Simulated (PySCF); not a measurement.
Cartesian coordinates in Å; atom numbers follow the order of the lines, from 1:
```xyz
12

F    -1.021   -2.130   -1.190
Si   -0.537   -1.225    0.064
C    -1.757    0.193    0.205
Cl   -1.146    1.318    1.461
O     0.957   -0.646   -0.254
Si    1.937    0.700   -0.321
H    -0.527   -2.085    1.268
H    -2.761   -0.142    0.506
H    -1.851    0.751   -0.738
H     2.336    1.110    1.055
H     1.224    1.821   -1.001
H     3.147    0.334   -1.107
```

Geometry: PBE0-D3(BJ)/def2-SVP; GIAO absolute shieldings from PySCF 2.14.0 with density-fitted response routines, gas phase, non-relativistic, averaged over equivalent atoms.

At PBE0/pcSseg-1 (153 basis functions, 30 s wall time on 1 thread of an Intel Xeon Platinum 8259CL, shared host):
```csv
atoms,σ (ppm)
F1,325.8
Si2,380.4
Si6,387.7
C3,153.1
Cl4,956.5
O5,296.0
H10/H11/H12,26.22
H7,26.50
H9,28.40
H8,28.55
```

What do these become at HF/pcSseg-2?

Results:


| atoms | σ at HF/pcSseg-2 | change |
| --- | --- | --- |
| F1 | 357.7 | +31.9 |
| Si2 | 424.7 | +44.3 |
| Si6 | 428.1 | +40.4 |
| C3 | 163.9 | +10.8 |
| Cl4 | 1003.6 | +47.1 |
| O5 | 304.6 | +8.6 |
| H10/H11/H12 | 27.07 | +0.85 |
| H7 | 27.23 | +0.73 |
| H9 | 28.92 | +0.52 |
| H8 | 29.00 | +0.45 |

The largest change is at Cl4 (chlorine bonded to C). Cost: 321 basis functions, 39 s wall time on 1 thread of an Intel Xeon Platinum 8259CL, shared host.

Carbons that carry Cl, above all several Cl atoms, come out too deshielded, partly because spin–orbit coupling is missing.
